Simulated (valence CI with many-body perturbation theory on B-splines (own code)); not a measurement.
The numbers below are computed, except where a source is named.
**Rh¹⁴⁺: what each term of the Hamiltonian does**

Method: relativistic CI+MBPT: three valence electrons over a frozen Dirac-Fock core [Ar] 3d10, radial functions for each j: 11 s, 11 p, 9 d, 7 f, 5 g, 2 h, 1 i, with the one-electron correlation potential Σ1, the two-electron term Σ2, the three-electron term Σ3, Breit, model QED; selected CI, second order for the rest (own B-spline code, finite nucleus).

No measured levels were compared; by estimate levels hold to about 250 cm⁻¹ or 0.2 % of their energy and the worst to 1 %, as in measured heavy ions of charge 2 to 7; those with d or f electrons hold less well.

Each rung adds one term. CI alone is the Dirac-Coulomb CI over the frozen core; QED comes last and gives the full result, which names the levels. Energies are above 4s2 4p 2P°_1/2 on the same rung, in cm⁻¹.

Names give the largest LS component (configuration and term), which can be under half, so a name can repeat, a term be missing and a line seem to break the LS rules; names also repeat where a configuration has a term twice. Letters in brackets count levels of one name in rising energy.

```
               Level  CI alone    + Σ1    + Σ2    + Σ3  + Breit    Full
      4s2 4p 2P°_3/2     45451   46028   46202   46206    45491   45580
       4s 4p2 4P_1/2    242555  243181  245937  245991   246420  245447
       4s 4p2 4P_3/2    266242  267241  270422  270488   270434  269522
       4s 4p2 4P_5/2    284636  285786  288642  288701   288435  287547
       4s 4p2 2D_3/2    329950  331132  331760  331782   331563  330702
       4s 4p2 2D_5/2    343417  344893  346294  346328   345682  344871
       4s 4p2 2P_1/2    370011  371120  367018  366965   367048  366109
       4s 4p2 2S_1/2    414514  416166  412791  412734   412114  411268
       4s 4p2 2P_3/2    424385  426058  420288  420249   419619  418769
       4s2 4d 2D_3/2    532264  533790  529654  529645   528366  528315
       4s2 4d 2D_5/2    539682  541336  537291  537284   535724  535702
     4p3 4S°_3/2 [a]    611010  612689  611167  611204   611653  609786
     4p3 4S°_3/2 [b]    637229  639375  638400  638460   638301  636518
         4p3 2D°_5/2    638978  641116  642074  642142   641855  640139
         4p3 2P°_1/2    683568  685812  683723  683712   683525  681757
         4p3 2P°_3/2    707956  710603  709610  709627   708812  707162
    4s 4p 4d 4F°_3/2    719900  721767  724687  724806   724121  723109
    4s 4p 4d 4F°_5/2    729070  731022  733919  734039   733168  732183
    4s 4p 4d 4F°_7/2    744010  746159  749014  749135   747948  746998
    4s 4p 4d 4P°_5/2    765729  767770  767055  767118   766191  765198
    4s 4p 4d 4D°_3/2    771435  773497  772377  772434   771546  770562
    4s 4p 4d 4F°_9/2    767900  770411  773747  773875   772174  771284
    4s 4p 4d 4D°_1/2    774781  776840  775298  775351   774523  773541
4s 4p 4d 2D°_5/2 [a]    797936  800240  798991  799029   797904  796916
4s 4p 4d 2D°_3/2 [a]    799108  801489  800065  800111   798951  797954
    4s 4p 4d 4P°_1/2    799592  802052  801934  801996   800655  799743
    4s 4p 4d 4D°_7/2    802843  805328  804123  804186   802666  801757
    4s 4p 4d 4P°_3/2    803354  805824  805070  805126   803731  802800
    4s 4p 4d 4D°_5/2    805007  807429  806531  806571   805221  804290
4s 4p 4d 2F°_5/2 [a]    819805  822281  821318  821346   819948  819013
4s 4p 4d 2F°_7/2 [a]    848513  851180  850501  850501   848905  848011
```

(1) How does the ionisation energy move along the ladder, and which term matters most?

Results:

(1) CI alone 331.57, + Σ1 332.83, + Σ2 332.62, + Σ3 332.60, + Breit 332.37, + QED 332.39 eV. The largest step is Σ1, 1.25 eV. NIST lists 331.58 ± 0.14 eV (semi-empirical).
